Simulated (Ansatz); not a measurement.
`[NH2][InH][OH]` + HCl → `[OH][InH][Cl]` + NH₃ at 600 K and 1 bar (ligand exchange at the In–N bond).

Computed with Ansatz on PBE0-D4/def2-TZVP structures; ΔE is electronic, products minus reactants. CCSD(T)/CBS is the MP2 limit (def2-TZVPP, def2-QZVPP) plus CCSD(T) − MP2 in def2-TZVPP, frozen cores. This one scheme is used for every species. def2 core potentials past Kr. For In outer-core shells are correlated without core-valence functions, which leaves a few kJ/mol of doubt a bond. One conformer a species, not always the lowest.

| species | CCSD(T)/CBS energy (Eh) | H − E (kJ/mol) | S (J/(mol·K)) |
| --- | --- | --- | --- |
| `[NH2][InH][OH]` | -322.11394 | 164.0 | 387.3 |
| HCl | -460.38127 | 35.4 | 207.2 |
| `[OH][InH][Cl]` | -726.02900 | 93.8 | 370.4 |
| NH₃ | -56.50880 | 112.4 | 219.5 |

H − E and S are ideal-gas, rigid-rotor, harmonic terms from PBE0-D4/def2-TZVP, for one conformer and one mirror image of each species. 1 Eh = 2625.50 kJ/mol, R = 8.31446 J/(mol·K).

Problem. By hand: ΔE, ΔH, ΔS and ΔG.

Solution. ΔE = (-726.02900) + (-56.50880) − (-322.11394) − (-460.38127) = -0.04259 Eh = -111.8 kJ/mol. Δ(H − E) = 93.8 + 112.4 − 164.0 − 35.4 = 6.8, so ΔH = -105.0 kJ/mol. ΔS = 370.4 + 219.5 − 387.3 − 207.2 = -4.6 J/(mol·K). ΔG = -105.0 − 600 × (-4.6)/1000 = -102.2 kJ/mol.

Problem. By hand: the equilibrium constant, and the temperature at which ΔG would vanish if ΔH and ΔS stayed fixed.

Solution. log₁₀ K = −ΔG/(RT ln 10) = 8.9. ΔG = 0 at ΔH/ΔS = 22826 K, far beyond where these terms or the molecules hold.

The number of gas molecules stays the same, so ΔS is small and ΔH decides. A doubt of 5 kJ/mol in ΔE shifts log₁₀ K by 0.4 here. Other conformers and mirror images would add mixing entropy, several J/(mol·K) or more a flexible species. These are equilibria of isolated gas molecules and say nothing of rates. Largest T1 diagnostic: 0.016 (customary marks: 0.02 for closed shells, 0.045 for open ones).
